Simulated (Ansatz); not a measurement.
CuH, SMILES [CuH] (connectivity only; charge and spin as stated), neutral, multiplicity 1.

Geometry optimised at PBE0-D3(BJ)/def2-TZVPD. The spin state was assumed, not searched.

Two levels are set side by side: PBE/def2-TZVPD (Ansatz, an electronic-structure program) and CAM-B3LYP/def2-TZVPD (Ansatz). Energy differences of separate SCF runs at the same geometry; the states with an electron removed or added have multiplicity 2 and 2. Differences are taken from unrounded values.

| quantity | CAM-B3LYP | PBE | PBE minus CAM-B3LYP |
|---|---|---|---|
| vertical ionisation energy (eV) | 9.50 | 9.58 | 0.09 |
| vertical electron affinity (eV) | 0.36 | 0.38 | 0.02 |
| vertical singlet–triplet gap (eV) | 2.41 | 2.50 | 0.09 |
